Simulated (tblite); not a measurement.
Species: C₇H₁₂P (charge +1).
Bonds: C1–C2 (double), C2–P3, P3–C4, P3–C5, P3–C6, C6–C7 (triple), C7–C8. Hydrogens: H9, H10 on C1; H11 on C2; H12, H13, H14 on C4; H15, H16, H17 on C5; H18, H19, H20 on C8.

Computed geometry: GFN2-xTB, gas phase.

(1) List the bond lengths, angles and torsions at this level.

Answers

(1) 
```tsv
bond	length (Å)
C1=C2	1.324
C2–P3	1.799
P3–C4, P3–C5	1.811
P3–C6	1.735
C6≡C7	1.209
C7–C8	1.429
C1–H9	1.079
C1–H10	1.078
C2–H11	1.083
C4–H12 and 5 like bonds	1.090
C8–H18, C8–H19, C8–H20	1.090
```

Bonds in one row agree within 0.01 Å and their mean is given. A selection of angles:
```tsv
angle	degrees
C1–C2–P3	123.1
C2–P3–C4	109.3
C2–P3–C6	110.3
C4–P3–C5	108.8
C4–P3–C6	109.3
P3–C6–C7	178.6
C6–C7–C8	179.6
```

Torsions: C1–C2–P3–C4 -123° (anticlinal). The mirror-image conformer, all signs reversed, is as good.

P3 (phosphonium phosphorus) is tetrahedral (angles from 108.8° to 110.3°). The 3 C–C bonds span 1.209 Å (C6≡C7, drawn triple) to 1.429 Å (C7–C8, drawn single), a spread of 0.220 Å. C1 (terminal =CH2 carbon) is planar (angles 121.8°, 121.5° and 116.7°, sum 360.0°, 0.00 Å off the plane of its three neighbours). Of the pairs four or more bonds apart, C6···H9 is among the closest relative to their van der Waals radii: 2.70 Å, 93 % of the sum of Bondi's values. C2 (alkene CH carbon) is planar (angles 123.1°, 122.3° and 114.6°, sum 360.0°, 0.00 Å off the plane of its three neighbours). The C–P distances run from 1.735 Å (P3–C6, drawn single) to 1.812 Å (P3–C5, drawn single), a spread of 0.077 Å.

Its lowest GFN2-xTB frequency is 7i cm⁻¹, too small to tell a flat minimum from a shallow saddle. 2 starts were optimised and ended at 0.00 and 1.07 kcal/mol (GFN2-xTB); the lowest of these is shown.
